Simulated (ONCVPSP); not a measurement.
Building the ONCV potential for In (Z = 49) (PBE, scalar-relativistic).

ONCVPSP 4.0.1 input, shortened (lines: element, Z, core and valence counts, functional; n l f; lmax; l rc ep ncon nbas qcut; lloc lpopt rc5 dvloc0; l nproj debl; icmod fcfact rcfact), PBE, scalar-relativistic:

```
  In 49.00    6    5        4      upf
    1    0    2.00
    2    0    2.00
    2    1    6.00
    3    0    2.00
    3    1    6.00
    3    2   10.00
    4    0    2.00
    4    1    6.00
    4    2   10.00
    5    0    2.00
    5    1    1.00
    2
    0    1.25    0.00    3    7   10.30
    1    1.55    0.00    4    8    8.80
    2    1.15    0.00    4    9    9.40
    4    5    1.00    0.00
    0    2    1.00
    1    2    0.70
    2    2    1.30
    3    6.00    1.50
```

(1) Estimate the cutoffs (Ha) at which the residual kinetic energy of the hardest occupied pseudo-wave falls to 1 and 0.1 mHa per electron.

(2) What does a ghost test show?

## Answers

(1) 39 Ha and 49 Ha.

(2) No bound ghost flagged; GHOST(+) flagged for s at 298.9 eV.

Its largest configuration-test error is -4.6 meV (4s2 4p6 4d10 5s1 5p0). 1 of 4 tests not solved or not reliable.
